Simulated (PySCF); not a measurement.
**Mg¹⁰⁺: ionisation energy**

Mg¹⁰⁺ 1s2 (1S) → Mg¹¹⁺ 1s1 (2S), as a difference of total energies. Calculation: PySCF 2.14, in an uncontracted even-tempered set (15 s from 5.3 bohr⁻², ratio 2.2; 7 p from 8.2 bohr⁻², ratio 2.4; 4 d from 25 bohr⁻², ratio 2.4; 3 f from 37 bohr⁻², ratio 2.4; 3 g from 55 bohr⁻², ratio 2.4); the non-relativistic Hamiltonian (point nucleus). Correlated levels: nothing frozen; virtual orbitals above 40 to 60 times the deepest correlated orbital energy dropped. The calculations carry no spin-orbit coupling.

```csv
method,ionisation energy (eV)
UHF,1758.2
LDA,1749.0
PBE,1757.5
PBE0,1758.0
r2SCAN,1759.5
BHandHLYP,1759.2
MN15,1760.0
MP2 (all electrons),1759.4
SCS-MP2 (all electrons),1759.6
```

These non-relativistic numbers lack the scalar-relativistic shift.

For comparison: 1761.8 eV (theoretical estimate listed by NIST; NIST Atomic Spectra Database, ionization energies).
